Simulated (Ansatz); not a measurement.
Ansatz (a quantum-chemistry and plane-wave program) input (MP2/def2-TZVP):

Ansatz 0.2 input:
```yaml
crystal:
  periodic: [false, false, false]
  atoms:
    - {symbol: Al, position_ang: [-0.00000000, -0.00000000, -0.61996352]}
    - {symbol: O, position_ang: [0.00000000, 0.00000000, 1.00744073]}
basis:
  gaussian:
    orbitals: def2-TZVP
magnetization: {spin_polarized: true, initial_magnetization: 1}
correlation: {method: mp2, electrons: outside_noble_gas}
relax: {f_tol: 0.003, max_steps: 100}
```

Output:

```
Functional definition: HF
these checks for a lower state are left out or cut short: cluster_reference
integrals: 0.02 GiB planned
461 factors; integrals over basis functions are off by at most 3.9e-4 eV
mean field: 0.11 GiB planned
mean field evaluation 1: about -8613.2904 eV, gradient 3.8e1 eV
mean field evaluation 2: about -8613.2917 eV, gradient 3.8e1 eV
mean field evaluation 4: about -8619.5453 eV, gradient 3.5e0 eV
mean field evaluation 8: about -8619.7809 eV, gradient 7.0e-1 eV
mean field evaluation 16: about -8619.9717 eV, gradient 8.3e-6 eV
mean field evaluation 32: about -8620.3067 eV, gradient 2.5e-5 eV
mean field evaluation 64: about -8617.8882 eV, gradient 1.0e-4 eV
mean field evaluation 96: about -8620.2792 eV, gradient 9.6e-6 eV
mean field evaluation 128: about -8618.0517 eV, gradient 1.2e0 eV
mean field evaluation 160: about -8620.3053 eV, gradient 2.1e-1 eV
mean field evaluation 192: about -8620.2792 eV, gradient 1.2e-4 eV
mean field evaluation 224: about -8620.2647 eV, gradient 7.3e-1 eV
mean field evaluation 256: about -8619.8810 eV, gradient 1.3e0 eV
mean field evaluation 288: about -8619.3553 eV, gradient 3.7e0 eV
mean field evaluation 320: about -8619.9717 eV, gradient 2.2e-4 eV
mean field -8620.30667175 eV, -316.7904271330 hartree, gradient 2.1e-6 eV, S^2 0.920305; 21 other end points of the search recorded, 0 dependent functions left out
6 core orbitals not correlated
reference -8620.30667175 eV, -316.7904271330 hartree; 5, 4 occupied and 57, 58 virtual orbitals, 461 factors
densities: 0.10 GiB planned
second order -6.31136267 eV of doubles, -0.00000000 eV of singles
the calculation of the forces begins
relax step   1: F+E_penalty+E_count = -8626.61803442 eV  Δ(F+E_penalty+E_count) = +0.000e0 eV  max|allowed force component| = 3.512e0 eV/Å  Δτ_max = 0.0000 Å  (1326 SCF iters, accepted)
these checks for a lower state are left out or cut short: starts, cluster_reference, orbital_swaps, neighbouring_geometries, increment
integrals: 0.02 GiB planned
461 factors; integrals over basis functions are off by at most 3.9e-4 eV
mean field: 0.11 GiB planned
mean field -8620.42784108 eV, -316.7948800240 hartree, gradient 1.1e-6 eV, S^2 0.884912; 0 other end points of the search recorded, 0 dependent functions left out
6 core orbitals not correlated
reference -8620.42784108 eV, -316.7948800240 hartree; 5, 4 occupied and 57, 58 virtual orbitals, 461 factors
densities: 0.10 GiB planned
second order -6.32815688 eV of doubles, -0.00000000 eV of singles
the calculation of the forces begins
relax step   2: F+E_penalty+E_count = -8626.75599797 eV  Δ(F+E_penalty+E_count) = -1.380e-1 eV  max|allowed force component| = 2.636e0 eV/Å  Δτ_max = 0.0223 Å  (59 SCF iters, accepted)
these checks for a lower state are left out or cut short: starts, cluster_reference, orbital_swaps, neighbouring_geometries, increment
integrals: 0.02 GiB planned
461 factors; integrals over basis functions are off by at most 4.3e-4 eV
mean field: 0.11 GiB planned
mean field evaluation 352: about -8620.4572 eV, gradient 3.7e-6 eV
mean field -8620.45719577 eV, -316.7959587888 hartree, gradient 1.3e-7 eV, S^2 0.779706; 0 other end points of the search recorded, 0 dependent functions left out
6 core orbitals not correlated
reference -8620.45719577 eV, -316.7959587888 hartree; 5, 4 occupied and 57, 58 virtual orbitals, 461 factors
densities: 0.10 GiB planned
second order -6.45920681 eV of doubles, -0.00000000 eV of singles
the calculation of the forces begins
relax step   3: F+E_penalty+E_count = -8626.91640258 eV  Δ(F+E_penalty+E_count) = -1.604e-1 eV  max|allowed force component| = 2.497e-1 eV/Å  Δτ_max = 0.0730 Å  (110 SCF iters, accepted)
these checks for a lower state are left out or cut short: starts, cluster_reference, orbital_swaps, neighbouring_geometries, increment
integrals: 0.02 GiB planned
461 factors; integrals over basis functions are off by at most 4.2e-4 eV
mean field: 0.11 GiB planned
mean field -8620.47488173 eV, -316.7966087360 hartree, gradient 2.7e-6 eV, S^2 0.790090; 0 other end points of the search recorded, 0 dependent functions left out
6 core orbitals not correlated
reference -8620.47488173 eV, -316.7966087360 hartree; 5, 4 occupied and 57, 58 virtual orbitals, 461 factors
densities: 0.10 GiB planned
second order -6.44351968 eV of doubles, -0.00000000 eV of singles
the calculation of the forces begins
relax step   4: F+E_penalty+E_count = -8626.91840141 eV  Δ(F+E_penalty+E_count) = -1.999e-3 eV  max|allowed force component| = 5.384e-3 eV/Å  Δτ_max = 0.0081 Å  (52 SCF iters, accepted)
these checks for a lower state are left out or cut short: starts, cluster_reference, orbital_swaps, neighbouring_geometries, increment
integrals: 0.02 GiB planned
461 factors; integrals over basis functions are off by at most 4.2e-4 eV
mean field: 0.11 GiB planned
mean field -8620.47455941 eV, -316.7965968909 hartree, gradient 7.9e-8 eV, S^2 0.789872; 0 other end points of the search recorded, 0 dependent functions left out
6 core orbitals not correlated
reference -8620.47455941 eV, -316.7965968909 hartree; 5, 4 occupied and 57, 58 virtual orbitals, 461 factors
densities: 0.10 GiB planned
second order -6.44384375 eV of doubles, -0.00000000 eV of singles
the calculation of the forces begins
relax step   5: F+E_penalty+E_count = -8626.91840317 eV  Δ(F+E_penalty+E_count) = -1.753e-6 eV  max|allowed force component| = 3.640e-5 eV/Å  Δτ_max = 0.0002 Å  (74 SCF iters, accepted)
these checks for a lower state are left out or cut short: cluster_reference
integrals: 0.02 GiB planned
461 factors; integrals over basis functions are off by at most 4.2e-4 eV
mean field: 0.11 GiB planned
mean field evaluation 384: about -8619.2524 eV, gradient 2.8e0 eV
mean field evaluation 416: about -8619.8790 eV, gradient 3.7e-5 eV
mean field evaluation 448: about -8617.1226 eV, gradient 7.6e-4 eV
mean field evaluation 480: about -8618.9581 eV, gradient 1.1e-1 eV
mean field evaluation 512: about -8620.3251 eV, gradient 1.3e0 eV
mean field evaluation 544: about -8619.6972 eV, gradient 7.5e0 eV
mean field evaluation 576: about -8616.5289 eV, gradient 9.2e-1 eV
mean field evaluation 608: about -8620.4739 eV, gradient 6.6e-4 eV
mean field -8620.47455941 eV, -316.7965968909 hartree, gradient 7.9e-8 eV, S^2 0.789872; 23 other end points of the search recorded, 0 dependent functions left out
6 core orbitals not correlated
reference -8620.47455941 eV, -316.7965968909 hartree; 5, 4 occupied and 57, 58 virtual orbitals, 461 factors
densities: 0.10 GiB planned
second order -6.44384375 eV of doubles, -0.00000000 eV of singles
the calculation of the forces begins
Total energy: -8626.91840317 eV, -317.0334037811 hartree
Atom 0 at    -0.000000    -0.000000    -0.707303 Å, force    -0.000000    -0.000000     0.000036 eV/Å
Atom 1 at     0.000000     0.000000     1.094780 Å, force     0.000000     0.000000    -0.000036 eV/Å
Dipole moment:     0.173671    -0.000000    -0.192505 e Å
Checks for a lower state left out: cluster_reference
```
